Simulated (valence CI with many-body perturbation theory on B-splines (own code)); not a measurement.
E1 transitions of Rb5+

Computed by configuration interaction combined with many-body perturbation theory (CI+MBPT): four valence electrons over a frozen Dirac-Fock core [Ar] 3d10, a basis of 11 s, 11 p, 10 d, 8 f, 5 g, 2 h functions for each j, with the one-electron correlation potential Σ1 (screened to all orders), the two-electron term Σ2, the three-electron term Σ3, Breit, model QED; selected single and double excitations, second order for the rest, scaled by the run's own slope (own B-spline code, finite nucleus).

Set against measurement, 13 paired levels are off by 121 cm⁻¹ on average, the worst by 245. These come from a selection out of Sansonetti, J. Phys. Chem. Ref. Data 35, 301 (2006). Levels without a partner in it may be off by more. Among the levels kept, up to 1100 cm⁻¹ of a level comes from second order outside the variational space, and about a tenth of that is noise between levels of different J, which matters for small intervals.

Lines 351 to 400 of 581 in falling wavelength, among levels below 62.473 eV, chosen from the strongest by gf and those to the six lowest levels. Wavelengths and rates use the calculated energies, so an error of 100 cm⁻¹ moves a line at 43.76 nm by 0.044 % and its rate by three times that or more. Electric multipoles are in the length gauge, E1 and E2 with the static RPA response of the core. Weak lines are less certain than strong ones. Lines between different terms over intervals too small for the method are left out, as are lines whose strength nearly cancels. Where a level lies close to another of its J and parity, the split of strength between their lines is uncertain. The highest levels of a list are the least certain.

Names give the largest LS component (configuration and term), which can be under half, so a name can repeat, a term be missing and a line seem to break the LS rules; names also repeat where a configuration has a term twice. Letters in brackets count levels of one name in rising energy.

| λ vac (nm) | Upper | Lower | A (s⁻¹) | log gf | Branch % |
| --- | --- | --- | --- | --- | --- |
| 43.76 | 4s2 4p 4d 1D°_2 | 4s2 4p2 1D_2 | 1.79e+10 | 0.41 | 54.3 |
| 43.74 | 4s 4p2 4d 3P_1 [a] | 4s 4p3 3D°_1 | 8.31e+09 | -0.15 | 36.5 |
| 43.65 | 4s2 4d2 3F_2 | 4s2 4p 4d 3D°_2 | 4.23e+09 | -0.22 | 7.2 |
| 43.58 | 4s 4p2 4d 3D_2 [d] | 4s2 4p 4d 3F°_2 | 1.13e+09 | -0.79 | 2.4 |
| 43.56 | 4s2 4d2 3F_3 | 4s2 4p 4d 3D°_2 | 2.82e+10 | 0.75 | 49.5 |
| 43.49 | 4s2 4d2 3F_3 | 4s2 4p 4d 3D°_3 | 3.97e+09 | -0.10 | 7.0 |
| 43.39 | 4s2 4d2 3F_2 | 4s2 4p 4d 3D°_1 | 1.88e+10 | 0.42 | 32.0 |
| 43.39 | 4s 4p2 4d 3D_1 [c] | 4s 4p3 1D°_2 | 3.17e+09 | -0.57 | 14.4 |
| 43.36 | 4s2 4d2 3F_4 | 4s2 4p 4d 3D°_3 | 4.25e+10 | 1.03 | 76.9 |
| 43.31 | 4s 4p2 4d 5D_1 | 4s 4p3 5S°_2 | 1.99e+08 | -1.77 | 53.4 |
| 43.20 | 4s 4p2 4d 5D_2 | 4s 4p3 5S°_2 | 5.60e+08 | -1.11 | 83.0 |
| 43.14 | 4s 4p2 4d 1D_2 [c] | 4s2 4p 4d 3P°_2 | 5.06e+09 | -0.15 | 8.1 |
| 43.12 | 4s 4p2 4d 3P_0 [a] | 4s 4p3 3D°_1 | 1.31e+10 | -0.44 | 58.3 |
| 43.09 | 4s2 4p 4d 3D°_1 | 4s2 4p2 1D_2 | 1.31e+09 | -0.96 | 3.5 |
| 43.03 | 4s 4p2 4d 3P_2 [c] | 4s 4p3 1P°_1 | 1.58e+10 | 0.34 | 25.9 |
| 43.03 | 4s2 4p 4f 3G_3 | 4s 4p3 1D°_2 | 1.82e+09 | -0.45 | 6.7 |
| 43.03 | 4s 4p2 4d 5D_3 | 4s 4p3 5S°_2 | 8.55e+08 | -0.78 | 95.8 |
| 42.98 | 4s 4p2 4d 1S_0 | 4s 4p3 3S°_1 | 2.05e+10 | -0.25 | 48.8 |
| 42.89 | 4s2 4p 4d 3D°_3 | 4s2 4p2 1D_2 | 1.72e+09 | -0.48 | 4.0 |
| 42.88 | 4s 4p2 4d 3D_1 [b] | 4s 4p3 3P°_0 | 4.27e+09 | -0.45 | 18.4 |
| 42.83 | 4s2 4p 4d 3D°_2 | 4s2 4p2 1D_2 | 6.08e+09 | -0.08 | 15.3 |
| 42.80 | 4s 4p2 4d 3D_2 [b] | 4s 4p3 3P°_1 | 5.30e+09 | -0.14 | 37.5 |
| 42.73 | 4s2 4d2 3F_2 | 4s2 4p 4d 1D°_2 | 2.54e+09 | -0.46 | 4.3 |
| 42.64 | 4s2 4d2 3F_3 | 4s2 4p 4d 1D°_2 | 6.56e+09 | 0.10 | 11.5 |
| 42.61 | 4s 4p2 4d 3D_3 [b] | 4s 4p3 3P°_2 | 3.15e+09 | -0.22 | 39.2 |
| 42.59 | 4s 4p2 4d 3P_1 [c] | 4s 4p3 1P°_1 | 2.42e+10 | 0.30 | 38.3 |
| 42.47 | 4s2 4p 4d 1P°_1 | 4s2 4p2 1S_0 | 3.08e+10 | 0.40 | 97.3 |
| 42.46 | 4s 4p2 4d 3P_0 [c] | 4s 4p3 1P°_1 | 2.18e+10 | -0.23 | 33.0 |
| 42.43 | 4s2 4p 4d 3P°_2 | 4s2 4p2 3P_2 | 1.02e+10 | 0.14 | 33.6 |
| 42.43 | 4s 4p2 4d 1D_2 [b] | 4s 4p3 3S°_1 | 1.59e+10 | 0.33 | 36.9 |
| 42.24 | 4s2 4d2 3F_2 | 4s2 4p 4d 3P°_1 | 1.54e+10 | 0.31 | 26.2 |
| 42.23 | 4s 4p2 4d 3P_0 [b] | 4s 4p3 3P°_1 | 2.20e+10 | -0.23 | 83.8 |
| 42.18 | 4s 4p2 4d 1F_3 [a] | 4s 4p3 3D°_3 | 1.41e+09 | -0.58 | 80.8 |
| 42.15 | 4s 4p2 4d 3P_1 [b] | 4s 4p3 3P°_2 | 6.50e+09 | -0.28 | 24.9 |
| 42.08 | 4s 4p2 4d 1P_1 [b] | 4s 4p3 3S°_1 | 2.36e+10 | 0.27 | 51.7 |
| 42.03 | 4s 4p2 4d 3P_1 [b] | 4s 4p3 3P°_1 | 8.28e+09 | -0.18 | 31.7 |
| 41.98 | 4s 4p2 4d 1P_1 [a] | 4s 4p3 3P°_2 | 2.15e+09 | -0.77 | 9.3 |
| 41.94 | 4s 4p2 4d 3P_1 [b] | 4s 4p3 3P°_0 | 8.60e+09 | -0.17 | 33.0 |
| 41.89 | 4s2 4p 4f 3D_3 | 4s 4p3 3P°_2 | 2.26e+10 | 0.62 | 70.8 |
| 41.81 | 4s 4p2 4d 3P_2 [b] | 4s 4p3 3P°_2 | 1.83e+10 | 0.38 | 68.5 |
| 41.80 | 4s 4p2 4d 3D_2 [a] | 4s 4p3 3D°_3 | 5.10e+09 | -0.18 | 23.2 |
| 41.73 | 4s2 4d2 3P_2 | 4s2 4p 4d 3D°_2 | 8.80e+09 | 0.06 | 15.2 |
| 41.71 | 4s2 4p 4d 3P°_1 | 4s2 4p2 3P_2 | 2.66e+09 | -0.68 | 7.3 |
| 41.70 | 4s 4p2 4d 3P_2 [b] | 4s 4p3 3P°_1 | 6.35e+09 | -0.08 | 23.8 |
| 41.67 | 4s 4p2 4d 1D_2 [a] | 4s 4p3 1D°_2 | 1.45e+10 | 0.27 | 75.8 |
| 41.67 | 4s2 4d2 3P_2 | 4s2 4p 4d 3D°_3 | 1.07e+10 | 0.14 | 18.4 |
| 41.60 | 4s 4p2 4d 3D_3 [a] | 4s 4p3 3D°_3 | 1.64e+10 | 0.47 | 56.6 |
| 41.59 | 4s2 4p 4d 3P°_2 | 4s2 4p2 3P_1 | 1.30e+10 | 0.23 | 42.7 |
| 41.57 | 4s2 4d2 3P_1 | 4s2 4p 4d 3D°_1 | 1.07e+10 | -0.08 | 19.3 |
| 41.54 | 4s2 4p 4f 3D_2 | 4s 4p3 3P°_2 | 6.88e+09 | -0.05 | 24.3 |

How does gf follow from A for the line at 42.64 nm?

gf = 1.4992 × (2J+1)_upper × A / σ², with σ = 234549 cm⁻¹ and 2J+1 = 7: gf = 1.25.
